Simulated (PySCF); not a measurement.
Co⁺ (cobalt, charge +1) across methods

[Ar] 3d7 4s1, high-spin 5F determinant (an excited configuration). Computed with PySCF 2.14 in x2c-QZVPPall with one added diffuse shell each of s, p, d, f, g type (12s8p6d5f3g, 128 functions), with scalar relativity by spin-free X2C-1e. The B2PLYP total includes its PT2 part (frozen core); its orbital energies are those of the SCF part.

```tsv
method	E (hartree)	mean ε 3d α (eV)	mean ε 3d β (eV)	mean ε 4s α (eV)	Σ⟨r²⟩ (bohr²)	⟨S²⟩
r2SCAN	-1392.952	-18.536	-15.884	-13.755	24.19	6.001
LDA	-1390.305	-18.441	-15.641	-13.692	24.30	6.001
LC-wPBE	-1392.787	-23.245	-20.680	-16.594	24.28	6.001
PBE	-1392.736	-18.153	-15.608	-13.444	24.39	6.001
UHF	-1391.66471	-27.702	-24.016	-15.812	24.39	6.003
PBE0	-1392.752	-20.683	-17.896	-14.153	24.26	6.001
B2PLYP	-1392.695	-23.238	-20.254	-14.765	24.28	6.002
```

Estimate the same row for PBEsol.

E (hartree) = -1391.471; mean ε 3d α (eV) = -18.185; mean ε 3d β (eV) = -15.476; mean ε 4s α (eV) = -13.483; Σ⟨r²⟩ (bohr²) = 24.32; ⟨S²⟩ = 6.000.
